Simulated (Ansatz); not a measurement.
Consider the ligand exchange at the Si–O bond: `[F][GeH]([F])[O][SiH3]` + `[OH][GeH2][SiH3]` → `[SiH3][O][GeH2][SiH3]` + `[OH][GeH]([F])[F]`.

Isolated molecules relaxed with PBE0-D4/def2-TZVP in Ansatz; ΔE leaves out vibrations. CCSD(T)/CBS is the MP2 limit (def2-TZVPP, def2-QZVPP) plus CCSD(T) − MP2 in def2-TZVPP, frozen cores. DFT in def2-TZVPP. B3LYP here is the variant with VWN-RPA as its local correlation; programs differ in this. For Ge outer-core shells are correlated without core-valence functions, which leaves a few kJ/mol of doubt a bond. Scalar relativity is left out up to krypton. One conformer a species, not always the lowest.

`[F][GeH]([F])[O][SiH3]`:

Z-matrix (Å, degrees):
```
Ge
F 1 1.718
O 1 1.729 2 108.3
F 1 1.717 2 104.7 3 115.5
H 1 1.517 2 111.3 3 -124.4
Si 3 1.652 1 137.1 2 51.3
H 6 1.483 3 107.9 1 132.7
H 6 1.483 3 108.9 1 -108.2
H 6 1.485 3 110.5 1 12.4
```

`[OH][GeH2][SiH3]`:

Z-matrix (Å, degrees):
```
Ge
Si 1 2.389
O 1 1.791 2 109.9
H 1 1.536 2 113.0 3 115.2
H 1 1.546 2 111.3 3 -121.0
H 2 1.488 1 110.2 3 177.8
H 2 1.488 1 109.3 3 58.3
H 2 1.486 1 110.4 3 -61.5
H 3 0.960 1 112.4 2 -65.1
```

`[SiH3][O][GeH2][SiH3]`:

Cartesian coordinates in Å:
```
Si -1.705 1.556 0.938
O -0.526 0.471 0.621
Ge 0.181 -0.163 -0.891
Si 1.862 -1.702 -0.206
H -3.004 1.121 0.351
H -1.846 1.669 2.411
H -1.370 2.892 0.371
H -0.961 -0.815 -1.700
H 0.730 1.039 -1.687
H 2.883 -0.995 0.608
H 1.246 -2.790 0.594
H 2.511 -2.283 -1.412
```

`[OH][GeH]([F])[F]`:

```xyz
6

O    -0.623   -0.669    1.052
Ge   -0.022    0.047   -0.417
F     1.648   -0.325   -0.591
F    -0.039    1.760   -0.264
H    -0.143   -0.402    1.842
H    -0.821   -0.411   -1.622
```

Is it downhill or uphill in electronic energy at CCSD(T)/CBS, and by how much? (Estimate.)

Ansatz gave: Downhill: ΔE = -6.1 kJ/mol.

What do these levels give: PBE0-D4, B3LYP-D4, ωB97X-V, HF/def2-TZVPP, MP2/def2-QZVPP, MP2/CBS(def2)? (An estimate is asked.)

Computed: PBE0-D4 -6.8, B3LYP-D4 -7.0, ωB97X-V -6.6, HF/def2-TZVPP -5.5, MP2/def2-QZVPP -6.9, MP2/CBS(def2) -7.0 kJ/mol.

Largest T1 diagnostic among the species: 0.012.
